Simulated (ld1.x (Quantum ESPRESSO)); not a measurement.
**phosphorus, RRKJ: configuration errors across variants**

```
Element                 : P (Z = 15)
Generator               : ld1.x (Quantum ESPRESSO) 7.5
Type                    : norm-conserving RRKJ (Kleinman–Bylander form)
Functional              : Wu–Cohen
Relativity              : non-relativistic
Frozen core             : [Ne]
Valence charge          : 5
Reference configuration : 3s2 3p3
Partial waves           : 3s (bound): rc 1.75 bohr; 3p (bound): rc 1.40 bohr
Local potential         : all-electron potential smoothed inside 1.05 bohr (lloc = -2)
Core correction         : a·sin(br)/r model core, default radius (core density twice the valence density)
rho0                    : 0.001
```

All-electron excitation energies from the reference (eV): (1) 3s2 3p2 9.719; (2) 3s2 3p1 28.870; (3) 3s2 3p0 58.638; (4) 3s2 3p3.3 -1.301; (5) 3s0 3p5 16.996; (6) 3s1 3p3 18.731; (7) 3s1 3p4 8.434.

Errors AE − PS in meV (a dash: test not solved or not reliable):

```tsv
change	(1)	(2)	(3)	(4)	(5)	(6)	(7)	bound ghosts
base	+3.9	+23	+65	+0.1	+15	+13	+3.6	none
all radii but the core radius scaled by about 0.76 (s 1.34, p 1.06 bohr); local potential all-electron potential smoothed inside 0.80 bohr (lloc = -2)	+6.4	+37	+104	+0.3	+15	+16	+3.7	none
all radii but the core radius scaled by about 0.86 (s 1.50, p 1.20 bohr); local potential all-electron potential smoothed inside 0.90 bohr (lloc = -2)	+4.8	+27	+66	+0.2	+19	+15	+4.6	none
all radii but the core radius scaled by about 1.06 (s 1.86, p 1.48 bohr); local potential all-electron potential smoothed inside 1.12 bohr (lloc = -2)	+3.7	+23	+70	+0.1	+11	+11	+2.6	none
all radii but the core radius scaled by about 1.16 (s 2.04, p 1.62 bohr); local potential all-electron potential smoothed inside 1.22 bohr (lloc = -2)	+3.7	+25	+84	+0.1	+1.6	+8.0	+0.5	none
all radii but the core radius scaled by about 1.21 (s 2.12, p 1.70 bohr); local potential all-electron potential smoothed inside 1.28 bohr (lloc = -2)	+3.7	+26	+90	+0.1	-1.4	+6.8	-0.2	none
all radii but the core radius scaled by about 1.29 (s 2.26, p 1.80 bohr); local potential all-electron potential smoothed inside 1.36 bohr (lloc = -2)	+3.5	+25	+91	+0.1	-1.4	+7.1	-0.2	none
all radii but the core radius scaled by about 1.37 (s 2.40, p 1.92 bohr); local potential all-electron potential smoothed inside 1.44 bohr (lloc = -2)	+3.2	+24	+86	+0.1	+2.0	+8.6	+0.7	none
```

Question: Give the same row for: all radii but the core radius scaled by about 0.93 (s 1.62, p 1.30 bohr); local potential all-electron potential smoothed inside 0.98 bohr (lloc = -2).

Answer: +4.2, +24, +61, +0.2, +19, +14, +4.5; bound ghosts: none.
